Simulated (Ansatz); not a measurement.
Start from `C[SiH]1[AlH][Se]1` and change one atom or group to get `C[Si]1(N)[AlH][Se]1`.

Ansatz, PBE0-D4/def2-TZVP geometries, multiplicity 1. Each molecule was computed in one conformer, which needn't be the lowest.

Scalar relativity is left out up to krypton.

```json
{"property": "size of the dipole moment (B3LYP/def2-TZVPP) / D", "`C[SiH]1[AlH][Se]1`": "2.03"}
{"property": "HOMO–LUMO gap (B3LYP/def2-TZVPP) / eV", "`C[SiH]1[AlH][Se]1`": "4.32"}
{"property": "zero-point energy (PBE0-D4/def2-TZVP) / kJ/mol", "`C[SiH]1[AlH][Se]1`": "142.3"}
{"property": "size of the dipole moment (ωB97M-V/def2-TZVPP) / D", "`C[SiH]1[AlH][Se]1`": "2.18"}
{"property": "HOMO energy (B3LYP/def2-TZVPP) / eV", "`C[SiH]1[AlH][Se]1`": "-6.22"}
{"property": "HOMO energy (ωB97M-V/def2-TZVPP) / eV", "`C[SiH]1[AlH][Se]1`": "-8.31"}
```

(1) Give the same properties after the change, and the shifts. (Best estimate.)

## Answers

(1) Ansatz gave: 
| property | `C[Si]1(N)[AlH][Se]1` | shift |
| --- | --- | --- |
| size of the dipole moment (B3LYP/def2-TZVPP) / D | 2.13 | 0.10 |
| HOMO–LUMO gap (B3LYP/def2-TZVPP) / eV | 4.10 | -0.22 |
| zero-point energy (PBE0-D4/def2-TZVP) / kJ/mol | 190.4 | 48.1 |
| size of the dipole moment (ωB97M-V/def2-TZVPP) / D | 2.21 | 0.03 |
| HOMO energy (B3LYP/def2-TZVPP) / eV | -5.89 | 0.33 |
| HOMO energy (ωB97M-V/def2-TZVPP) / eV | -7.98 | 0.33 |

With PBE0 the HOMO rises by 0.34 eV and the LUMO rises by 0.10 eV, so the gap narrows by about 0.24 eV. PBE moves the HOMO by 0.36 eV and ωB97M-V by 0.33 eV. The zero-point energy changes by 48.1 kJ/mol with +6 modes. Dipoles are sizes alone; their direction can turn.

B3LYP here is the variant with VWN-RPA as its local correlation; programs differ in this.

Spin–orbit coupling is left out; it splits and shifts lone-pair levels of the heavy atoms by tenths of an eV.
